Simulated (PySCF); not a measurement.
BH4O3, charge +1.

```xyz
8

O      0.9433    -0.9735    -0.1976
B      0.1614     0.0726    -0.0183
O      0.4181     1.3608    -0.0013
O     -1.2430    -0.4275     0.1908
H      1.8904    -0.8145    -0.3080
H     -0.1950     2.0700     0.2136
H     -1.3883    -1.3911     0.1239
H     -2.0608     0.0941     0.1273
```
Charge +1, spin multiplicity 1.

Coordinates come from a PBE0-D3(BJ)/def2-SVP optimisation. The isomer is the one that the SMILES or the coordinates give; other isomers of the formula were not compared. Other conformers were not sampled.

The numbers are results of PBE/pcSseg-1 run with PySCF, not measurements. Non-relativistic, no solvent.

Computed absolute GIAO shielding of each atom: isotropic value and principal components (ppm):
```
atom  σ(iso)    σ11    σ22    σ33   span
----  ------  -----  -----  -----  -----
O1     235.7  141.5  282.0  283.7  142.2
B2      84.4   44.7   75.5  132.9   88.2
O3     244.5  168.9  272.4  292.2  123.3
O4     261.3  217.5  258.4  308.0   90.5
H5      25.7   19.3   20.8   37.1   17.8
H6      26.4   19.9   21.6   37.6   17.7
H7      24.7   16.8   20.5   36.7   19.9
H8      25.4   18.0   20.2   38.0   20.0
```
